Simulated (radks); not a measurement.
Results of a calculation; reference values are marked as such.
Pb3+, configuration [Xe] 4f14 5d9 6s2 (not the ground configuration). Code: a radial shooting solver on a logarithmic mesh with Libxc functionals. Model: Dirac Kohn-Sham, PBEsol, spin-unpolarised, spherical densities, point nucleus; open shells fill j = l - 1/2 first.

Normalised radial functions P(r) = r R(r) (large component), r in bohr:

r           4f5/2    6s1/2
0.0006116  0.0000   0.0266
0.0008222  0.0000   0.0331
0.001105   0.0000   0.0408
0.001474   0.0000   0.0495
0.001982   0.0000   0.0596
0.002665   0.0000   0.0704
0.003583   0.0000   0.0809
0.004779   0.0000   0.0891
0.006425   0.0000   0.0928
0.008639   0.0001   0.0876
0.01161    0.0003   0.0686
0.01549    0.0010   0.0329
0.02083    0.0027  -0.0219
0.028      0.0073  -0.0859
0.03765    0.0192  -0.1350
0.05021    0.0471  -0.1331
0.06751    0.1112  -0.0505
0.09076    0.2415   0.0947
0.122      0.4730   0.1994
0.1628     0.8052   0.1333
0.2188     1.1959  -0.1088
0.2942     1.4851  -0.2858
0.3955     1.5046  -0.1249
0.5318     1.2207   0.2684
0.7093     0.7880   0.4328
0.9536     0.3810   0.1021
1.282      0.1318  -0.4783
1.724      0.0303  -0.8192
2.299      0.0044  -0.7260
3.091      0.0003  -0.3893
4.156      0.0000  -0.1219
5.587      0.0000  -0.0194

4f5/2: eigenvalue -168.77 eV, 0 radial nodes, <r> = 0.451 bohr, 90 % of the charge inside 0.715 bohr. 6s1/2: eigenvalue -39.148 eV, 5 radial nodes at r = 0.0187, 0.0754, 0.194, 0.437, 1.01 bohr, <r> = 2.05 bohr, 90 % of the charge inside 2.93 bohr.
